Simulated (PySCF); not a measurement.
In(H)(F)(NH2) (FH3InN), SMILES [NH2][InH][F]. Coordinates come from a B3LYP-D3(BJ)/def2-TZVP optimisation. The def2 effective core potentials stand for the cores of In; spin–orbit coupling is left out. Other conformers were not sampled.

Task: Give the equilibrium geometry at B3LYP-D3(BJ)/def2-TZVP (PySCF confirms it by a frequency run) as Cartesian coordinates in Å. (The exact figures need the calculation; the answer reports its results.)

Result: Several could match; the one computed here: 
```xyz
6

In    -0.1907    -0.1130    -0.2052
H     -1.3593    -0.4924    -1.3696
F      0.2956     1.7941    -0.0384
N      0.7860    -1.0681     1.2692
H      1.5720    -0.5840     1.6791
H      0.9699    -2.0582     1.2071
```
